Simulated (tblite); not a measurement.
Compound: C₄H₈N₂Si.
Atom-mapped SMILES: `[CH3:1][N:2]([SiH3:3])/[CH:4]=[CH:5]/[C:6]#[N:7]` (hydrogens: H8, H9, H10 on C1; H11, H12, H13 on Si3; H14 on C4; H15 on C5)

Structure used (GFN2-xTB), in Å, numbered top down from 1:
```
atom  x, y, z in Å
C1    -1.0885   -1.0555    0.6111
N2    -0.5219    0.1445    0.0380
Si3   -1.5939    1.3571   -0.6164
C4     0.8323    0.2597    0.0443
C5     1.7208   -0.6276    0.5314
C6     3.0935   -0.3675    0.4658
N7     4.2244   -0.1662    0.4178
H8    -0.7371   -1.9419    0.0767
H9    -0.8131   -1.1481    1.6648
H10   -2.1722   -1.0138    0.5388
H11   -2.4748    1.8018    0.4661
H12   -0.7383    2.4265   -1.1112
H13   -2.3766    0.7283   -1.6829
H14    1.2001    1.1754   -0.3973
H15    1.4408   -1.5647    0.9886
```

Calculated harmonic vibrations of the isolated species, GFN2-xTB (tblite), most abundant isotopes, no scaling. Errors from tens to a few hundred cm⁻¹ against measured bands are possible. Modes of hydrogen on silicon can be 10 to 20 % off. One conformer, not necessarily the lowest.

Question: How many normal modes are there?

Answer: 15 atoms, non-linear: 3N − 6 = 39.

Question: What is the point group of the computed structure, and how do the modes divide by symmetry?

Answer: Cs. The vibrations span 25 a′ + 14 a″.

Question: How many distinct wavenumbers does the calculation give?

Answer: 39: Cs has no degenerate species.

Question: How many fundamentals are allowed in the infrared by symmetry?

Answer: 39 of 39: in Cs every mode is allowed. All fundamentals are allowed in the Raman spectrum.

Question: How large is the harmonic zero-point energy?

Answer: Half the sum of the wavenumbers, 23742 cm⁻¹, or 2.944 eV from 39 modes, 1.609 eV of it from above 1550 cm⁻¹.

Question: What thermal excitation has the softest real mode at 200 K?

Answer: 29.4 cm⁻¹ is a vibrational temperature θ of 42 K. The population of v = 1 over v = 0 is exp(−θ/T) = 0.81, and the mean quantum number is 4.2.
